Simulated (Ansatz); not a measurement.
Relaxation of Rb8⁻ with UKS PBE/def2-SVPD.

```sh
$ ansatz run in.yaml --threads 4 --pin off --events-out ev --progress --plain --max-ram 4787MiB
```

```yaml
crystal:
  periodic: [false, false, false]
  atoms:
    - {symbol: Rb, position_ang: [3.421900, -0.552050, -2.776530]}
    - {symbol: Rb, position_ang: [2.459290, 4.126290, 0.839550]}
    - {symbol: Rb, position_ang: [-4.925460, -0.511170, 1.456810]}
    - {symbol: Rb, position_ang: [-2.135220, 1.270550, 3.656140]}
    - {symbol: Rb, position_ang: [0.264720, -2.003900, -4.725040]}
    - {symbol: Rb, position_ang: [-2.004970, 2.814920, -2.396410]}
    - {symbol: Rb, position_ang: [-0.483410, -4.175070, 0.656920]}
    - {symbol: Rb, position_ang: [3.403150, -0.969570, 3.288570]}
basis:
  gaussian: {orbitals: def2-SVPD}
total_charge: -1
magnetization: {spin_polarized: true, initial_magnetization: 1}
hamiltonian: {xc: pbe}
scf: {lower_state_search: "off"}
output: {orbitals: {seedname: orbitals}}
relax: {f_tol: 0.02, max_steps: 100}
```

Hardware: 4 threads of Arm Neoverse V1 on a shared host. Wall time 2.8 min, peak host memory 0.99 GiB.

Positions (Å) and forces (eV/Å) at steps 1, 2, 3, 4, 5, 6, 7, 10, 12 of 12:

```xyz
8
step=1 energy=-5246.1090 eV
Rb    3.422   -0.552   -2.777    0.114    0.112    0.207
Rb    2.459    4.126    0.840   -0.095   -0.163   -0.026
Rb   -4.925   -0.511    1.457   -0.084   -0.102   -0.168
Rb   -2.135    1.271    3.656    0.249    0.085    0.046
Rb    0.265   -2.004   -4.725   -0.201   -0.053   -0.030
Rb   -2.005    2.815   -2.396    0.099   -0.079    0.103
Rb   -0.483   -4.175    0.657    0.046    0.157   -0.001
Rb    3.403   -0.970    3.289   -0.128    0.043   -0.131
8
step=2 energy=-5246.1507 eV
Rb    3.425   -0.544   -2.759    0.101    0.105    0.198
Rb    2.446    4.102    0.838   -0.095   -0.161   -0.027
Rb   -4.920   -0.521    1.430   -0.071   -0.094   -0.158
Rb   -2.116    1.274    3.654    0.236    0.077    0.036
Rb    0.238   -2.005   -4.713   -0.188   -0.046   -0.020
Rb   -1.985    2.795   -2.374    0.098   -0.080    0.102
Rb   -0.475   -4.140    0.655    0.045    0.156   -0.002
Rb    3.386   -0.961    3.269   -0.127    0.042   -0.130
8
step=3 energy=-5246.3827 eV
Rb    3.449   -0.483   -2.625    0.030    0.069    0.147
Rb    2.348    3.941    0.812   -0.092   -0.143   -0.028
Rb   -4.891   -0.574    1.295    0.000   -0.049   -0.104
Rb   -1.968    1.304    3.639    0.164    0.035   -0.014
Rb    0.103   -2.007   -4.651   -0.112   -0.010    0.030
Rb   -1.872    2.690   -2.255    0.090   -0.083    0.096
Rb   -0.428   -3.951    0.648    0.038    0.151   -0.007
Rb    3.259   -0.921    3.137   -0.118    0.031   -0.119
8
step=4 energy=-5246.5634 eV
Rb    3.443   -0.428   -2.494    0.002    0.047    0.113
Rb    2.242    3.783    0.779   -0.077   -0.113   -0.025
Rb   -4.835   -0.607    1.193    0.029   -0.028   -0.076
Rb   -1.831    1.318    3.597    0.119    0.015   -0.034
Rb    0.008   -1.993   -4.571   -0.076    0.007    0.051
Rb   -1.767    2.585   -2.141    0.073   -0.085    0.083
Rb   -0.386   -3.767    0.636    0.025    0.138   -0.014
Rb    3.127   -0.891    3.002   -0.096    0.020   -0.098
8
step=5 energy=-5246.7070 eV
Rb    3.400   -0.385   -2.365    0.014    0.036    0.083
Rb    2.144    3.630    0.752   -0.052   -0.070   -0.018
Rb   -4.739   -0.622    1.105    0.021   -0.023   -0.061
Rb   -1.706    1.314    3.515    0.088    0.010   -0.030
Rb   -0.063   -1.958   -4.453   -0.068    0.008    0.050
Rb   -1.675    2.450   -2.027    0.049   -0.081    0.061
Rb   -0.363   -3.571    0.603    0.010    0.113   -0.022
Rb    3.003   -0.859    2.871   -0.061    0.007   -0.064
8
step=6 energy=-5246.8067 eV
Rb    3.408   -0.335   -2.244    0.035    0.064    0.122
Rb    2.073    3.533    0.726    0.001   -0.050    0.004
Rb   -4.688   -0.649    1.012   -0.053   -0.050   -0.078
Rb   -1.585    1.315    3.449    0.132    0.004   -0.058
Rb   -0.162   -1.930   -4.345   -0.118   -0.011    0.024
Rb   -1.607    2.300   -1.932    0.030   -0.092    0.049
Rb   -0.361   -3.382    0.555   -0.009    0.105   -0.034
Rb    2.922   -0.850    2.778   -0.018    0.031   -0.029
8
step=7 energy=-5246.9100 eV
Rb    3.439   -0.254   -2.080   -0.007    0.024    0.053
Rb    2.073    3.462    0.729    0.016    0.009   -0.002
Rb   -4.735   -0.714    0.901   -0.023   -0.030   -0.052
Rb   -1.416    1.309    3.352    0.056   -0.007   -0.040
Rb   -0.321   -1.932   -4.282   -0.059   -0.003    0.021
Rb   -1.559    2.152   -1.853    0.015   -0.068    0.036
Rb   -0.378   -3.212    0.502   -0.015    0.076   -0.025
Rb    2.897   -0.811    2.731    0.016   -0.002    0.009
8
step=10 energy=-5246.9859 eV
Rb    3.304   -0.186   -1.886   -0.004   -0.003   -0.005
Rb    2.216    3.619    0.710    0.005    0.003    0.000
Rb   -4.907   -0.892    0.562   -0.007   -0.005   -0.009
Rb   -1.236    1.216    3.148   -0.005    0.000    0.006
Rb   -0.627   -1.976   -4.215   -0.001   -0.002    0.001
Rb   -1.447    1.900   -1.635    0.000    0.014   -0.001
Rb   -0.405   -2.817    0.474    0.003   -0.008    0.009
Rb    3.103   -0.864    2.841    0.008    0.000   -0.001
8
step=12 energy=-5246.9927 eV
Rb    3.218   -0.206   -1.918   -0.001    0.001   -0.002
Rb    2.313    3.640    0.712    0.006   -0.007    0.003
Rb   -4.973   -0.991    0.278    0.006   -0.001   -0.009
Rb   -1.272    1.154    3.121   -0.001    0.001   -0.002
Rb   -0.742   -1.972   -4.052   -0.001    0.007    0.018
Rb   -1.419    2.037   -1.569   -0.007   -0.003   -0.002
Rb   -0.370   -2.829    0.631   -0.005   -0.005   -0.001
Rb    3.244   -0.833    2.796    0.003    0.008   -0.005
```

In the def2 sets Rb takes a core potential; there is no spin–orbit coupling. The highest occupied level of the charge -1 doublet lies above zero (up to 0.07 eV). It is a level of α spin, whose loss leaves a singlet; that state wasn't run at this geometry and level. The electron is either unbound and held by the finite basis, or the level is raised by self-interaction error. The relaxation made no stability test and no search for a lower SCF solution. Another isomer (doublet) lies 0.06 eV lower at PBE0/def2-TZVPD; other spin states weren't run for this one.
